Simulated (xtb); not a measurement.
Si(OMe)4 (C₄H₁₂O₄Si), SMILES CO[Si](OC)(OC)OC. All values are semi-empirical tight-binding results from xtb (GFN2-xTB unless named), good for trends rather than for accurate numbers. Geometry optimised at GFN2-xTB. The isomer is the one that the SMILES or the coordinates give; other isomers of the formula were not compared. The values are those of a single conformer.

### Question
Estimate the properties. (The exact figures need the calculation; the answer reports its results.)

### Answer

The point group as xtb finds it is S4. The orbital gap comes out as 9.16 eV and the dipole moment comes out as 0.02 D. The zero-point energy is 104.0 kcal/mol and the G − E(el) at 298.15 K (modified RRHO) comes out as 78.1 kcal/mol. The static polarisability (D4 model) is 99.8 bohr³ and the solvation energy, GFN2-xTB/ALPB(water) is -4.1 kcal/mol. The solvation energy, GFN2-xTB/ALPB(dmso) is -10.1 kcal/mol.
